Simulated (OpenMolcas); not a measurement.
## Computed transition rates of Ce I

```json
{
 "Program": "OpenMolcas",
 "Method": "SS-RASPT2, IPEA 0.25 Eh, imaginary shift 0.1 Eh (closed shells correlated: 5s 5p 6s)",
 "Basis": "ANO-RCC-VTZP [8s7p5d3f2g1h]",
 "Scalar Hamiltonian": "DKH2, point nucleus",
 "Active space": "2 electrons in 12 orbitals (RAS2 4f; RAS3 5d, at most 1 electron)",
 "State averaging": "2S+1 = 3 odd, 35 roots; 2S+1 = 1 odd, 35 roots; 2S+1 = 3 even, 21 roots (18 in the spin-orbit step); 2S+1 = 1 even, 28 roots (14 in the spin-orbit step)",
 "Spin-orbit coupling": "RASSI with atomic mean-field integrals over the reference wave functions, term energies averaged over their components"
}
```

Rates come from the transition moments of the reference wave functions (E1 and E2 in the length form). At fixed line strength A goes as λ^-3 for E1 and M1 and as λ^-5 for E2, so a rate at the computed wavelength can be rescaled to the measured one. Measured vacuum wavelengths follow from level energies in NIST Handbook of Basic Atomic Spectroscopic Data. Branching counts decays inside the model space alone, at computed energies, and the table is only a selection of the E1 lines, drawn from those between levels with measured partners whose computed energy lies within a factor of 1.5 of the measured one.

```tsv
Upper	Lower	Type	λ computed (nm)	λ measured (nm)	A computed (s-1)	A rescaled (s-1)	Branching %
4f² 6s² ³H₄	4f 5d 6s² ³H°₄	E1	1941	2871	2.50e+04	7.73e+03	5.7
4f² 6s² ³H₆	4f 5d 6s² ³H°₆	E1	1918	2629	5.39e+04	2.09e+04	10.9
4f² 6s² ³H₅	4f 5d 6s² ³H°₅	E1	1842	2481	4.96e+04	2.03e+04	11.0
4f² 6s² ³H₅	4f 5d 6s² ³H°₄	E1	1466	2016	7.08e+04	2.72e+04	15.7
4f² 6s² ³H₆	4f 5d 6s² ³H°₅	E1	1388	1795	3.14e+04	1.45e+04	6.4
4f² 6s² ³F₃	4f 5d 6s² ³F°₄	E1	1119	1638	2.88e+04	9.18e+03	1.8
4f² 6s² ³H₅	4f 5d 6s² ¹G°₄	E1	1092	1603	2.32e+04		5.2
4f² 6s² ³F₂	4f 5d 6s² ³F°₃	E1	1044	1521	6.60e+04	2.13e+04	3.9
4f² 6s² ³F₃	4f 5d 6s² ¹D°₂ [61 %]	E1	1011	1465	1.40e+05		8.8
4f² 6s² ³F₂	4f 5d 6s² ³G°₃	E1	976.1	1461	1.81e+05	5.40e+04	10.7
4f² 6s² ³F₃	4f 5d 6s² ³F°₃	E1	939.6	1326	9.58e+05	3.41e+05	60.1
4f² 6s² ³F₂	4f 5d 6s² ³F°₂ [69 %]	E1	888.2	1249	1.09e+06	3.92e+05	64.8
4f² 6s² ³F₃	4f 5d 6s² ³F°₂ [69 %]	E1	811.4	1114	4.80e+04	1.85e+04	3.0
```

Spin-changing lines and M1 lines between different terms are not rescaled, since their strength hangs on the term gaps too.

The largest correction is for 4f² 6s² ³F₂ → 4f 5d 6s² ³G°₃ (E1): 1.81e+05 × (976.1 / 1461)^3 = 5.40e+04 s-1, a factor of 0.30.

The computed order of these levels differs from the measured one in 2 places, and where term gaps are wrong the rates of spin-changing lines can be off by large factors.

No measured rate stands beside these. Rescaling mends the energy factor alone: line strengths can still be far off where a level mixes with configurations outside the active space, and weak or spin-changing lines hang on small mixing coefficients that depend on the term gaps too, so rescaling need not improve them.

CASPT2 breaks the degeneracy within a term, and the mean is taken; among the terms shown or strongly mixed into the levels shown the widest spread is 520 cm-1 (4f 5d 6s² ³H°). Some high roots are left out of the spin-orbit mixing, which shifts the levels that they would mix with. The CASPT2 spread within a term exceeds the gap to the next term for 4f 5d 6s² ¹D° and 4f 5d 6s² ³F°, so the order of their levels is uncertain, and so are names and mixing where such terms share a J. Some terms miss by over 15 % even with CASPT2, which points to a basis or an active space too small for the shells correlated. Measured partners are found by configuration, term and J. A level has none where our copy of the source lacks it or the pairing is in doubt (some pairs that miss far off the trend of their configuration count as doubtful). Levels of configurations outside the active space are missing.

A share in square brackets marks a mixed level and gives the weight of the term that names it. ° marks odd parity.
